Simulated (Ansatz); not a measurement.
Name a neutral molecule of C, N, O, Si and H with HOMO energy (PBE0/def2-TZVPP) between -6.75 and -6.45 eV and LUMO energy (B3LYP/def2-TZVPP) between -0.65 and -0.35 eV (Ansatz, PBE0-D4/def2-TZVP geometry).

`CN1[SiH2]C1O` (-6.69 eV, -0.49 eV); `OC1N[SiH2]1` (-6.66 eV, -0.41 eV); `NC1(O)N[SiH2]1` (-6.60 eV, -0.57 eV); `C=C1O[SiH2]C1N` (-6.60 eV, -0.56 eV). Other molecules can fit too; these were computed, each in one conformer that needn't be the lowest.

B3LYP here is the variant with VWN-RPA as its local correlation; programs differ in this.
